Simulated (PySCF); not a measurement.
Telling isomers of C5H5ClO2Si apart by NMR

No relativistic terms, one conformer, one averaged value for each set of equivalent atoms, no solvent model. Geometry from GFN2-xTB; PBE0/pcSseg-1 with gauge-including orbitals; PySCF 2.14.

Referencing at the same level of theory: TMS for ¹H, ¹³C. Where no couplings were computed, multiplicities follow the n + 1 count of equivalent neighbours, and m marks all less simple cases (inequivalent or close neighbours, rings, F or P nearby). Acid and N–H amide carbonyl carbons lie up to 10 ppm further downfield in solution (hydrogen bonding). Shifts are as computed. Against solution values, carbons near 30 ppm lie about +3 ppm off and those near 130 ppm about +5 ppm; carbons on Cl a further +6 ppm. Of 1211 compounds with measured shifts, 218 miss one by over three times the rms of a fit or turn the order of signals round; such compounds aren't used in these exercises. Carbons bonded to Cl come out too deshielded. OH and NH positions are gas-phase values without hydrogen bonding to other molecules.

(1) Tabulate the signals of `O=C(Cl)c1ccc([SiH3])o1`, `O=C(Cl)c1cc([SiH3])co1`, `O=C(O)C1=CC=C(Cl)[SiH2]1` and their relative energies.

(2) What is the quickest way to tell O=C(Cl)c1ccc([SiH3])o1 from O=C(O)C1=CC=C(Cl)[SiH2]1?

(3) What is the quickest way to tell O=C(Cl)c1ccc([SiH3])o1 from O=C(Cl)c1cc([SiH3])co1?

(4) What is the quickest way to tell O=C(Cl)c1cc([SiH3])co1 from O=C(O)C1=CC=C(Cl)[SiH2]1?

Answers

(1) 
| SMILES | carbon types | δC | δH | E rel. (kcal/mol) |
| --- | --- | --- | --- | --- |
| O=C(Cl)c1ccc([SiH3])o1 | 3×C 2×CH | 165.7, 164.2, 157.4, 132.4, 129.7 | 7.74 (m, 1H), 7.23 (m, 1H), 4.52 (s, 3H) | 5.7 |
| O=C(Cl)c1cc([SiH3])co1 | 3×C 2×CH | 164.2, 160.5, 153.2, 136.2, 120.1 | 7.83 (m, 1H), 7.71 (m, 1H), 4.52 (s, 3H) | 5.1 |
| O=C(O)C1=CC=C(Cl)[SiH2]1 | 3×C 2×CH | 169.6, 168.2, 167.0, 150.0, 130.1 | 8.16 (d, 1H), 7.12 (d, 1H), 5.93 (br s, 1H), 4.66 (s, 2H) | 0.0 |

Energies are electronic energies at PBE0/pcSseg-1 on these geometries, without zero-point or thermal terms, each for the one conformer computed, which needn't be the lowest.

(2) Both give the same number of carbon signals, with the same numbers of each carbon type, so the positions decide. The first has an aromatic CH at 129.7 ppm, the second a β carbon of a C=C–C=O unit (CH) at 168.2 ppm. Their most deshielded carbons lie at 165.7 and 169.6 ppm. In the proton spectra the most deshielded non-exchanging signals are 7.74 (m, 1H) and 8.16 (d, 1H).

(3) Both give the same number of carbon signals, with the same numbers of each carbon type, so the positions decide. The first has an aromatic CH at 129.7 ppm, the second a substituted aromatic carbon (C) at 120.1 ppm. Their most deshielded carbons lie at 165.7 and 164.2 ppm.

(4) Both give the same number of carbon signals, with the same numbers of each carbon type, so the positions decide. The first has an aromatic CH at 136.2 ppm, the second an alkene CH at 150.0 ppm. Their most deshielded carbons lie at 164.2 and 169.6 ppm.
